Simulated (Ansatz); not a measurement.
A short molecular-dynamics run on CH₅AlOS, SMILES `[AlH2][O]CS`.

```yaml
crystal:
  periodic: [false, false, false]
  atoms:
    - {symbol: Al, position_ang: [-0.076285, 1.248892, -0.676540]}
    - {symbol: O, position_ang: [-0.337182, -0.460556, -1.058979]}
    - {symbol: C, position_ang: [0.192412, -1.185122, -0.040803]}
    - {symbol: S, position_ang: [0.457465, -0.045863, 1.439438]}
    - {symbol: H, position_ang: [1.301814, 1.876487, -1.148992]}
    - {symbol: H, position_ang: [-1.374566, 2.122692, -0.428552]}
    - {symbol: H, position_ang: [-0.448640, -2.003826, 0.300624]}
    - {symbol: H, position_ang: [1.201960, -1.571426, -0.234915]}
    - {symbol: H, position_ang: [-0.828478, -0.027576, 1.831517]}
basis:
  gaussian: {orbitals: def2-SVP}
hamiltonian: {xc: {name: revPBE}}
md: {timestep: 0.5 fs, n_steps: 30, ensemble: nvt_nose_hoover, temperature: 1500, initial_velocities: maxwell_boltzmann, seed: 39}
```

```sh
$ ansatz run in.yaml --threads 2 --pin off --events-out ev --progress --plain --max-ram 4352MiB
```

```tsv
step	time (fs)	potential energy (eV)	kinetic (eV)	T (K)	conserved (eV)
0	0.0	-20586.2163	1.3572	1500	-20584.8590
1	0.5	-20586.2176	1.3586	1502	-20584.8590
2	1.0	-20586.1981	1.3394	1480	-20584.8587
3	1.5	-20586.1617	1.3034	1440	-20584.8583
4	2.0	-20586.1148	1.2570	1389	-20584.8578
5	2.5	-20586.0649	1.2075	1335	-20584.8574
6	3.0	-20586.0184	1.1612	1283	-20584.8572
7	3.5	-20585.9794	1.1224	1240	-20584.8571
8	4.0	-20585.9496	1.0925	1207	-20584.8571
9	4.5	-20585.9281	1.0709	1184	-20584.8573
10	5.0	-20585.9122	1.0548	1166	-20584.8575
11	5.5	-20585.8982	1.0406	1150	-20584.8578
12	6.0	-20585.8821	1.0244	1132	-20584.8580
13	6.5	-20585.8604	1.0027	1108	-20584.8581
14	7.0	-20585.8312	0.9736	1076	-20584.8581
15	7.5	-20585.7942	0.9368	1035	-20584.8580
16	8.0	-20585.7512	0.8941	988	-20584.8577
17	8.5	-20585.7062	0.8497	939	-20584.8574
18	9.0	-20585.6646	0.8085	894	-20584.8571
19	9.5	-20585.6312	0.7754	857	-20584.8569
20	10.0	-20585.6090	0.7534	833	-20584.8569
21	10.5	-20585.5980	0.7423	820	-20584.8571
22	11.0	-20585.5947	0.7389	817	-20584.8574
23	11.5	-20585.5940	0.7381	816	-20584.8578
24	12.0	-20585.5907	0.7348	812	-20584.8580
25	12.5	-20585.5816	0.7259	802	-20584.8580
26	13.0	-20585.5663	0.7109	786	-20584.8578
27	13.5	-20585.5472	0.6925	765	-20584.8576
28	14.0	-20585.5291	0.6748	746	-20584.8573
29	14.5	-20585.5166	0.6629	733	-20584.8570
30	15.0	-20585.5133	0.6599	729	-20584.8570
```

Velocities are drawn at the set temperature; a run this short doesn't reach equilibrium.

Frames (Å, forces in eV/Å):

```xyz
9
time=0.0 fs
Al   -0.076    1.249   -0.677    0.082    0.772   -0.072
O    -0.337   -0.461   -1.059   -0.354   -0.501   -0.586
C     0.192   -1.185   -0.041   -0.185    0.046   -0.392
S     0.457   -0.046    1.439    0.691    0.276    0.697
H     1.302    1.876   -1.149    0.198    0.109   -0.073
H    -1.375    2.123   -0.429   -0.200    0.124    0.040
H    -0.449   -2.004    0.301   -0.341   -0.550    0.236
H     1.202   -1.571   -0.235    0.610   -0.273   -0.024
H    -0.828   -0.028    1.832   -0.502   -0.003    0.175
9
time=0.5 fs
Al   -0.074    1.254   -0.671   -0.229    0.393   -0.084
O    -0.337   -0.466   -1.064   -0.280   -0.475   -0.289
C     0.189   -1.195   -0.039   -0.121    0.039   -0.618
S     0.457   -0.042    1.437    0.993    0.223    0.569
H     1.280    1.877   -1.146    0.473    0.227   -0.144
H    -1.381    2.117   -0.449   -0.219    0.146    0.070
H    -0.458   -2.016    0.315   -0.154   -0.323    0.109
H     1.206   -1.576   -0.248    0.348   -0.245    0.106
H    -0.815   -0.045    1.834   -0.812    0.015    0.280
9
time=1.0 fs
Al   -0.072    1.258   -0.666   -0.555    0.031   -0.087
O    -0.337   -0.472   -1.069   -0.208   -0.455   -0.001
C     0.186   -1.205   -0.037   -0.044    0.011   -0.834
S     0.457   -0.038    1.435    1.240    0.177    0.455
H     1.259    1.877   -1.144    0.751    0.348   -0.219
H    -1.389    2.113   -0.470   -0.225    0.160    0.097
H    -0.467   -2.029    0.329    0.040   -0.087   -0.026
H     1.211   -1.581   -0.261    0.070   -0.210    0.241
H    -0.803   -0.063    1.837   -1.068    0.026    0.372
9
time=1.5 fs
Al   -0.070    1.263   -0.660   -0.882   -0.306   -0.086
O    -0.337   -0.477   -1.075   -0.141   -0.440    0.275
C     0.183   -1.214   -0.035    0.038   -0.013   -1.038
S     0.457   -0.035    1.432    1.404    0.133    0.364
H     1.240    1.879   -1.142    1.018    0.466   -0.294
H    -1.396    2.108   -0.490   -0.220    0.166    0.122
H    -0.476   -2.042    0.343    0.225    0.138   -0.159
H     1.217   -1.587   -0.273   -0.202   -0.176    0.374
H    -0.794   -0.081    1.841   -1.242    0.032    0.442
9
time=2.0 fs
Al   -0.067    1.268   -0.655   -1.194   -0.611   -0.087
O    -0.336   -0.483   -1.080   -0.077   -0.428    0.536
C     0.180   -1.224   -0.033    0.119   -0.016   -1.230
S     0.457   -0.031    1.430    1.463    0.088    0.306
H     1.223    1.881   -1.140    1.258    0.574   -0.363
H    -1.405    2.104   -0.510   -0.201    0.163    0.144
H    -0.485   -2.055    0.357    0.389    0.338   -0.283
H     1.222   -1.593   -0.284   -0.447   -0.148    0.498
H    -0.788   -0.099    1.846   -1.311    0.040    0.479
9
time=2.5 fs
Al   -0.065    1.272   -0.649   -1.471   -0.877   -0.098
O    -0.336   -0.489   -1.085   -0.019   -0.417    0.779
C     0.177   -1.234   -0.032    0.193    0.012   -1.409
S     0.457   -0.027    1.428    1.409    0.037    0.289
H     1.210    1.886   -1.140    1.452    0.661   -0.418
H    -1.413    2.100   -0.530   -0.169    0.154    0.164
H    -0.493   -2.067    0.371    0.522    0.504   -0.392
H     1.225   -1.600   -0.295   -0.651   -0.128    0.609
H    -0.785   -0.116    1.852   -1.267    0.054    0.478
9
time=3.0 fs
Al   -0.064    1.277   -0.644   -1.696   -1.097   -0.128
O    -0.336   -0.495   -1.090    0.036   -0.406    1.002
C     0.174   -1.243   -0.031    0.256    0.078   -1.573
S     0.457   -0.023    1.426    1.249   -0.025    0.312
H     1.199    1.891   -1.140    1.583    0.721   -0.452
H    -1.423    2.097   -0.549   -0.126    0.138    0.183
H    -0.499   -2.078    0.383    0.620    0.631   -0.483
H     1.228   -1.607   -0.303   -0.805   -0.119    0.701
H    -0.785   -0.134    1.859   -1.116    0.079    0.438
9
time=3.5 fs
Al   -0.062    1.282   -0.638   -1.855   -1.267   -0.181
O    -0.336   -0.501   -1.095    0.085   -0.394    1.204
C     0.171   -1.253   -0.030    0.304    0.182   -1.720
S     0.458   -0.020    1.423    1.004   -0.101    0.372
H     1.193    1.898   -1.142    1.642    0.747   -0.461
H    -1.432    2.094   -0.568   -0.074    0.118    0.201
H    -0.504   -2.087    0.394    0.680    0.717   -0.552
H     1.228   -1.614   -0.310   -0.906   -0.119    0.772
H    -0.788   -0.151    1.867   -0.880    0.117    0.365
9
time=4.0 fs
Al   -0.060    1.286   -0.633   -1.942   -1.385   -0.262
O    -0.336   -0.507   -1.100    0.130   -0.380    1.385
C     0.168   -1.263   -0.029    0.336    0.324   -1.850
S     0.458   -0.016    1.421    0.705   -0.188    0.459
H     1.191    1.908   -1.145    1.623    0.734   -0.439
H    -1.442    2.091   -0.586   -0.014    0.093    0.219
H    -0.508   -2.095    0.404    0.700    0.761   -0.599
H     1.226   -1.621   -0.316   -0.950   -0.130    0.820
H    -0.793   -0.168    1.876   -0.587    0.169    0.267
9
time=4.5 fs
Al   -0.059    1.290   -0.627   -1.957   -1.453   -0.372
O    -0.336   -0.513   -1.104    0.170   -0.363    1.544
C     0.165   -1.272   -0.029    0.350    0.504   -1.962
S     0.459   -0.012    1.419    0.382   -0.286    0.565
H     1.192    1.918   -1.148    1.528    0.685   -0.388
H    -1.452    2.088   -0.604    0.051    0.067    0.236
H    -0.509   -2.100    0.412    0.680    0.763   -0.621
H     1.222   -1.629   -0.319   -0.936   -0.150    0.844
H    -0.799   -0.185    1.886   -0.268    0.232    0.154
9
time=5.0 fs
Al   -0.058    1.294   -0.622   -1.907   -1.478   -0.506
O    -0.336   -0.519   -1.108    0.207   -0.345    1.683
C     0.162   -1.282   -0.030    0.343    0.721   -2.059
S     0.459   -0.008    1.417    0.063   -0.388    0.679
H     1.197    1.931   -1.153    1.370    0.603   -0.311
H    -1.461    2.086   -0.621    0.118    0.040    0.254
H    -0.509   -2.104    0.419    0.621    0.725   -0.618
H     1.216   -1.637   -0.320   -0.863   -0.180    0.843
H    -0.806   -0.201    1.896    0.049    0.302    0.035
9
time=5.5 fs
Al   -0.057    1.298   -0.616   -1.805   -1.467   -0.660
O    -0.335   -0.525   -1.112    0.240   -0.326    1.801
C     0.159   -1.291   -0.030    0.314    0.972   -2.140
S     0.460   -0.005    1.415   -0.230   -0.491    0.792
H     1.206    1.945   -1.159    1.161    0.494   -0.212
H    -1.471    2.084   -0.638    0.186    0.013    0.271
H    -0.508   -2.107    0.425    0.524    0.648   -0.589
H     1.207   -1.645   -0.319   -0.732   -0.219    0.817
H    -0.813   -0.216    1.906    0.341    0.375   -0.081
9
time=6.0 fs
Al   -0.056    1.302   -0.611   -1.665   -1.431   -0.825
O    -0.335   -0.532   -1.116    0.271   -0.305    1.901
C     0.156   -1.300   -0.032    0.264    1.257   -2.209
S     0.460   -0.001    1.413   -0.481   -0.590    0.898
H     1.217    1.960   -1.164    0.921    0.368   -0.100
H    -1.479    2.081   -0.654    0.251   -0.013    0.288
H    -0.505   -2.107    0.429    0.390    0.535   -0.534
H     1.197   -1.654   -0.316   -0.546   -0.266    0.768
H    -0.818   -0.231    1.916    0.595    0.445   -0.187
9
time=6.5 fs
Al   -0.055    1.306   -0.606   -1.503   -1.378   -0.995
O    -0.335   -0.538   -1.119    0.300   -0.285    1.983
C     0.154   -1.309   -0.033    0.192    1.568   -2.268
S     0.461    0.002    1.411   -0.684   -0.681    0.992
H     1.230    1.976   -1.171    0.667    0.232    0.019
H    -1.488    2.079   -0.669    0.313   -0.036    0.305
H    -0.502   -2.107    0.431    0.222    0.391   -0.455
H     1.185   -1.664   -0.312   -0.310   -0.321    0.696
H    -0.823   -0.244    1.926    0.802    0.510   -0.279
9
time=7.0 fs
Al   -0.054    1.309   -0.601   -1.332   -1.317   -1.161
O    -0.335   -0.544   -1.123    0.330   -0.267    2.050
C     0.151   -1.318   -0.035    0.103    1.899   -2.318
S     0.461    0.006    1.409   -0.834   -0.761    1.072
H     1.245    1.993   -1.177    0.412    0.096    0.138
H    -1.495    2.077   -0.683    0.368   -0.057    0.322
H    -0.498   -2.105    0.433    0.028    0.222   -0.354
H     1.173   -1.674   -0.305   -0.034   -0.382    0.607
H    -0.826   -0.256    1.935    0.959    0.567   -0.355
9
time=7.5 fs
Al   -0.054    1.313   -0.596   -1.161   -1.254   -1.317
O    -0.334   -0.551   -1.125    0.359   -0.250    2.102
C     0.148   -1.326   -0.038    0.003    2.233   -2.362
S     0.461    0.010    1.407   -0.930   -0.827    1.135
H     1.261    2.009   -1.183    0.168   -0.037    0.251
H    -1.502    2.074   -0.697    0.417   -0.074    0.337
H    -0.494   -2.103    0.434   -0.183    0.041   -0.239
H     1.161   -1.686   -0.298    0.264   -0.443    0.506
H    -0.826   -0.267    1.943    1.064    0.613   -0.412
9
time=8.0 fs
Al   -0.053    1.316   -0.591   -0.997   -1.195   -1.460
O    -0.334   -0.557   -1.128    0.389   -0.236    2.140
C     0.146   -1.333   -0.041   -0.097    2.548   -2.400
S     0.462    0.013    1.406   -0.974   -0.879    1.181
H     1.277    2.026   -1.188   -0.056   -0.160    0.353
H    -1.507    2.071   -0.710    0.456   -0.088    0.351
H    -0.490   -2.101    0.434   -0.398   -0.139   -0.117
H     1.149   -1.698   -0.289    0.559   -0.499    0.402
H    -0.824   -0.276    1.950    1.117    0.648   -0.451
9
time=8.5 fs
Al   -0.053    1.320   -0.586   -0.844   -1.140   -1.586
O    -0.333   -0.564   -1.130    0.420   -0.225    2.166
C     0.143   -1.341   -0.044   -0.182    2.818   -2.428
S     0.462    0.016    1.404   -0.966   -0.914    1.209
H     1.293    2.042   -1.192   -0.256   -0.272    0.444
H    -1.512    2.069   -0.722    0.486   -0.098    0.363
H    -0.487   -2.099    0.434   -0.599   -0.298   -0.002
H     1.139   -1.712   -0.279    0.820   -0.540    0.302
H    -0.819   -0.284    1.956    1.120    0.669   -0.470
9
time=9.0 fs
Al   -0.053    1.323   -0.581   -0.702   -1.093   -1.692
O    -0.333   -0.570   -1.132    0.452   -0.214    2.179
C     0.141   -1.347   -0.048   -0.237    3.010   -2.442
S     0.462    0.020    1.402   -0.909   -0.931    1.217
H     1.309    2.058   -1.196   -0.431   -0.372    0.522
H    -1.515    2.065   -0.734    0.506   -0.104    0.374
H    -0.486   -2.098    0.434   -0.767   -0.419    0.094
H     1.130   -1.727   -0.268    1.014   -0.555    0.216
H    -0.811   -0.290    1.961    1.074    0.677   -0.467
9
time=9.5 fs
Al   -0.053    1.326   -0.577   -0.573   -1.053   -1.779
O    -0.332   -0.577   -1.134    0.484   -0.205    2.178
C     0.138   -1.353   -0.053   -0.251    3.098   -2.433
S     0.462    0.023    1.401   -0.801   -0.928    1.204
H     1.324    2.073   -1.198   -0.579   -0.458    0.585
H    -1.518    2.062   -0.744    0.515   -0.106    0.382
H    -0.486   -2.098    0.434   -0.886   -0.483    0.157
H     1.124   -1.743   -0.257    1.113   -0.535    0.149
H    -0.801   -0.295    1.965    0.977    0.671   -0.443
9
time=10.0 fs
Al   -0.053    1.329   -0.573   -0.453   -1.020   -1.847
O    -0.331   -0.583   -1.135    0.516   -0.194    2.163
C     0.135   -1.359   -0.058   -0.218    3.062   -2.391
S     0.462    0.026    1.400   -0.644   -0.906    1.169
H     1.337    2.087   -1.198   -0.703   -0.531    0.636
H    -1.519    2.058   -0.753    0.512   -0.104    0.388
H    -0.489   -2.099    0.435   -0.944   -0.482    0.178
H     1.121   -1.760   -0.246    1.103   -0.474    0.100
H    -0.788   -0.298    1.967    0.832    0.648   -0.397
9
time=10.5 fs
Al   -0.053    1.332   -0.568   -0.343   -0.994   -1.894
O    -0.330   -0.590   -1.136    0.546   -0.180    2.131
C     0.132   -1.364   -0.063   -0.143    2.899   -2.308
S     0.462    0.029    1.398   -0.439   -0.861    1.111
H     1.348    2.099   -1.197   -0.803   -0.592    0.674
H    -1.518    2.055   -0.762    0.498   -0.099    0.391
H    -0.494   -2.101    0.436   -0.936   -0.413    0.154
H     1.120   -1.779   -0.234    0.983   -0.368    0.067
H    -0.774   -0.299    1.969    0.637    0.610   -0.326
9
time=11.0 fs
Al   -0.053    1.334   -0.564   -0.240   -0.975   -1.923
O    -0.330   -0.596   -1.136    0.573   -0.160    2.081
C     0.130   -1.368   -0.069   -0.039    2.619   -2.176
S     0.462    0.032    1.397   -0.187   -0.796    1.029
H     1.358    2.110   -1.195   -0.882   -0.642    0.700
H    -1.517    2.050   -0.770    0.473   -0.089    0.391
H    -0.501   -2.104    0.437   -0.867   -0.287    0.087
H     1.122   -1.799   -0.222    0.772   -0.225    0.042
H    -0.758   -0.299    1.970    0.396    0.554   -0.232
9
time=11.5 fs
Al   -0.053    1.337   -0.561   -0.144   -0.962   -1.933
O    -0.329   -0.603   -1.136    0.596   -0.132    2.010
C     0.127   -1.372   -0.075    0.080    2.248   -1.995
S     0.462    0.035    1.396    0.107   -0.710    0.925
H     1.365    2.119   -1.191   -0.939   -0.680    0.715
H    -1.514    2.046   -0.776    0.436   -0.076    0.388
H    -0.510   -2.108    0.439   -0.748   -0.118   -0.013
H     1.125   -1.819   -0.210    0.499   -0.054    0.018
H    -0.741   -0.298    1.970    0.113    0.484   -0.115
9
time=12.0 fs
Al   -0.053    1.340   -0.557   -0.052   -0.955   -1.926
O    -0.328   -0.610   -1.136    0.613   -0.093    1.914
C     0.124   -1.375   -0.082    0.197    1.817   -1.768
S     0.462    0.038    1.395    0.432   -0.607    0.802
H     1.371    2.127   -1.185   -0.978   -0.709    0.720
H    -1.511    2.042   -0.782    0.387   -0.058    0.382
H    -0.521   -2.112    0.440   -0.595    0.073   -0.134
H     1.130   -1.839   -0.198    0.197    0.132   -0.011
H    -0.724   -0.295    1.971   -0.201    0.400    0.021
9
time=12.5 fs
Al   -0.053    1.342   -0.554    0.033   -0.956   -1.902
O    -0.326   -0.616   -1.136    0.623   -0.040    1.792
C     0.121   -1.378   -0.089    0.298    1.357   -1.503
S     0.462    0.041    1.394    0.773   -0.491    0.667
H     1.374    2.133   -1.177   -0.998   -0.727    0.715
H    -1.506    2.037   -0.787    0.328   -0.038    0.372
H    -0.534   -2.116    0.441   -0.424    0.267   -0.261
H     1.135   -1.859   -0.186   -0.102    0.319   -0.049
H    -0.707   -0.292    1.971   -0.531    0.308    0.169
9
time=13.0 fs
Al   -0.053    1.345   -0.550    0.113   -0.964   -1.861
O    -0.325   -0.623   -1.135    0.623    0.031    1.640
C     0.118   -1.380   -0.097    0.377    0.896   -1.208
S     0.462    0.044    1.393    1.107   -0.371    0.531
H     1.374    2.138   -1.168   -0.999   -0.735    0.701
H    -1.501    2.032   -0.791    0.258   -0.014    0.359
H    -0.547   -2.119    0.442   -0.251    0.447   -0.383
H     1.140   -1.878   -0.174   -0.374    0.496   -0.096
H    -0.691   -0.287    1.971   -0.853    0.214    0.318
9
time=13.5 fs
Al   -0.053    1.347   -0.547    0.185   -0.980   -1.806
O    -0.324   -0.630   -1.134    0.613    0.121    1.455
C     0.116   -1.383   -0.104    0.431    0.453   -0.891
S     0.462    0.046    1.393    1.405   -0.256    0.409
H     1.372    2.141   -1.157   -0.982   -0.732    0.677
H    -1.495    2.027   -0.794    0.179    0.013    0.343
H    -0.561   -2.122    0.442   -0.088    0.601   -0.488
H     1.144   -1.896   -0.162   -0.603    0.653   -0.152
H    -0.678   -0.283    1.973   -1.140    0.127    0.453
9
time=14.0 fs
Al   -0.053    1.349   -0.544    0.246   -1.006   -1.736
O    -0.323   -0.636   -1.133    0.592    0.235    1.237
C     0.113   -1.385   -0.112    0.460    0.040   -0.561
S     0.462    0.049    1.392    1.639   -0.155    0.318
H     1.368    2.141   -1.144   -0.944   -0.719    0.643
H    -1.488    2.023   -0.796    0.092    0.043    0.323
H    -0.575   -2.122    0.440    0.058    0.720   -0.572
H     1.147   -1.912   -0.151   -0.780    0.784   -0.214
H    -0.667   -0.278    1.975   -1.362    0.058    0.560
9
time=14.5 fs
Al   -0.052    1.352   -0.541    0.293   -1.043   -1.652
O    -0.321   -0.643   -1.132    0.558    0.374    0.983
C     0.111   -1.388   -0.120    0.468   -0.337   -0.222
S     0.462    0.052    1.391    1.781   -0.077    0.274
H     1.361    2.141   -1.130   -0.886   -0.693    0.600
H    -1.482    2.018   -0.798    0.000    0.074    0.302
H    -0.589   -2.121    0.437    0.180    0.802   -0.630
H     1.148   -1.927   -0.140   -0.901    0.886   -0.278
H    -0.660   -0.272    1.979   -1.492    0.014    0.623
9
time=15.0 fs
Al   -0.052    1.354   -0.539    0.321   -1.091   -1.555
O    -0.319   -0.649   -1.131    0.512    0.539    0.694
C     0.108   -1.390   -0.128    0.457   -0.673    0.120
S     0.463    0.055    1.390    1.815   -0.028    0.286
H     1.353    2.138   -1.115   -0.805   -0.654    0.547
H    -1.475    2.013   -0.798   -0.095    0.105    0.278
H    -0.603   -2.119    0.433    0.275    0.844   -0.658
H     1.146   -1.939   -0.130   -0.966    0.958   -0.342
H    -0.656   -0.267    1.984   -1.515    0.000    0.632
```

Hardware: 2 threads of an AMD EPYC 7R43 on a shared host. Wall time 59 s, peak host memory 0.14 GiB.
